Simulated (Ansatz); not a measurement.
Gas-phase electronic energies from Ansatz, PBE0-D4/def2-TZVP geometries. CBS: MP2 limit from def2 TZ/QZ plus the TZ coupled-cluster correction, frozen cores. DFT in def2-TZVPP. HSE06 is defined as in plane-wave codes. Elements past krypton have def2 core potentials. For Ge, Y outer-core shells are correlated without core-valence functions, which leaves a few kJ/mol of doubt a bond. Scalar relativity is left out up to krypton. One conformer a species, not always the lowest.

Reaction (redistribution): `[CH3][Ge]([OH])([OH])[F]` + `[CH3][Y]([CH3])[CH3]` → `[CH3][Ge]([CH3])([OH])[F]` + `[CH3][Y]([CH3])[OH]`

`[CH3][Ge]([OH])([OH])[F]`:

Cartesian coordinates in Å:
```
C -0.470 -0.975 -1.061
Ge 0.112 0.149 0.377
O 1.862 0.105 0.486
O -0.409 1.833 0.294
F -0.556 -0.411 1.885
H -0.026 -1.964 -0.949
H -0.153 -0.544 -2.011
H -1.556 -1.060 -1.047
H 2.219 0.817 1.023
H -1.022 2.050 1.002
```

`[CH3][Y]([CH3])[CH3]`:

Cartesian coordinates in Å:
```
C -1.342 1.363 1.148
Y -0.562 -0.133 -0.474
C 1.200 0.794 -1.705
C 0.053 -2.178 0.482
H -2.385 1.682 1.001
H -0.741 2.282 1.169
H -1.293 0.928 2.155
H 0.986 0.912 -2.778
H 2.105 0.176 -1.639
H 1.468 1.792 -1.334
H -0.547 -3.034 0.140
H -0.041 -2.156 1.576
H 1.100 -2.428 0.259
```

`[CH3][Ge]([CH3])([OH])[F]`:

```xyz
12

C    -0.643   -1.382   -0.781
Ge   -0.215    0.375   -0.090
C     0.917    0.512    1.463
O     0.511    1.417   -1.325
F    -1.759    1.098    0.305
H    -1.124   -1.982   -0.007
H     0.263   -1.889   -1.113
H    -1.329   -1.291   -1.624
H     0.476   -0.027    2.302
H     1.028    1.563    1.731
H     1.903    0.096    1.249
H    -0.030    1.508   -2.112
```

`[CH3][Y]([CH3])[OH]`:

Z-matrix (Å, degrees):
```
C
Y 1 2.359
H 1 1.097 2 115.7
H 1 1.100 2 109.3 3 119.7
H 1 1.100 2 112.7 3 -123.3
C 2 2.359 1 110.4 3 -171.8
O 2 2.004 1 115.4 3 -39.2
H 6 1.098 2 115.3 1 -159.4
H 6 1.099 2 110.6 1 80.8
H 6 1.099 2 111.9 1 -37.1
H 7 0.953 2 170.7 1 -65.8
```

| level | ΔE (eV) |
| --- | --- |
| PBE-D4 | -1.51 |
| HSE06-D4 | -1.51 |
| r2SCAN0 | -1.51 |
| RPA@PBE/def2-TZVPP | -1.52 |
| MP2/def2-SVP | -1.79 |
| HF/def2-TZVPP | -1.51 |
| SCS-MP2/def2-TZVPP | -1.58 |
| CCSD/def2-TZVPP | -1.55 |

**Question.** What does CCSD(T)/CBS give? (Estimate.)

**Answer.** Ansatz gave: -1.58 eV. The listed levels differ from it by 0.07, 0.07, 0.07, 0.06, -0.21, 0.07, 0.00, 0.03 eV.

**Question.** What do rigid-rotor, harmonic-oscillator terms from PBE0-D4/def2-TZVP frequencies (298.15 K, 1 bar) make of the CCSD(T)/CBS value? (Estimate.)

**Answer.** The calculation gave: ΔZPE = +0.05 eV, ΔH = -1.53 eV, ΔS = 12 J/(mol·K), ΔG = -1.57 eV. Modes under 50 cm⁻¹ make the entropy rough.

Largest T1 diagnostic among the species: 0.013.

Leaving LDA and LC-ωPBE aside and taking each functional with its dispersion term where it has one, the values, not all of them listed here, spread over 0.11 eV, from CAM-B3LYP-D4 to B97M-V. In def2-TZVPP, CCSD(T) changes the Hartree–Fock value by −0.03 eV (the triples alone add +0.00 eV) and MP2 by −0.08 eV. At CCSD(T), def2-SVP lies −0.19 eV from the extrapolated value and def2-TZVPP +0.03 eV.
